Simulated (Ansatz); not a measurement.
Reaction (cleavage of the Ge–Al bond): `[AlH2][GeH3]` + HI → `[GeH3][I]` + `[AlH3]`

Calculated with Ansatz (gas phase, PBE0-D4/def2-TZVP geometries, no zero-point term in ΔE). CCSD(T)/CBS is the MP2 limit (def2-TZVPP, def2-QZVPP) plus CCSD(T) − MP2 in def2-TZVPP, frozen cores. This one scheme is used for every species. DFT in def2-TZVPP. HSE06 is defined as in plane-wave codes. def2 core potentials past Kr. For Ge, I outer-core shells are correlated without core-valence functions, which leaves a few kJ/mol of doubt a bond. Scalar relativity is left out up to krypton.

`[AlH2][GeH3]`:

Cartesian coordinates in Å:
```
Al -1.082 0.904 -0.277
Ge 0.799 -0.641 0.185
H -2.093 0.601 -1.463
H -1.302 2.191 0.625
H 2.011 0.056 0.834
H 0.356 -1.745 1.170
H 1.311 -1.366 -1.074
```

HI:

Z-matrix (Å, degrees):
```
I
H 1 1.610
```

`[GeH3][I]`:

Cartesian coordinates in Å:
```
Ge -0.152 -0.059 0.156
I 1.543 0.598 -1.581
H 0.422 0.314 1.526
H -0.373 -1.570 0.037
H -1.440 0.717 -0.139
```

`[AlH3]`:

```xyz
4

Al    0.000    0.000    0.000
H    -1.439   -0.482    0.459
H     1.159   -1.060   -0.221
H     0.281    1.542   -0.239
```

```json
{"level": "LDA (SPW92)", "ΔE (eV)": "-0.37"}
{"level": "HSE06-D4", "ΔE (eV)": "-0.50"}
```

What does CCSD(T)/CBS give? (An estimate is asked.)

Computed: -0.54 eV. The listed levels differ from it by 0.17, 0.04 eV.

Largest T1 diagnostic among the species: 0.012.

In def2-TZVPP, CCSD(T) changes the Hartree–Fock value by +0.24 eV (the triples alone add +0.01 eV) and MP2 by +0.12 eV. From BLYP to BHLYP (50 % exact exchange), in def2-TZVPP and without D4, ΔE moves by −0.11 eV. Leaving LDA and LC-ωPBE aside and taking each functional with its dispersion term where it has one, the values, not all of them listed here, spread over 0.19 eV, from BHLYP-D4 to PBE-D4. LDA lies +0.07 eV from PBE without D4.
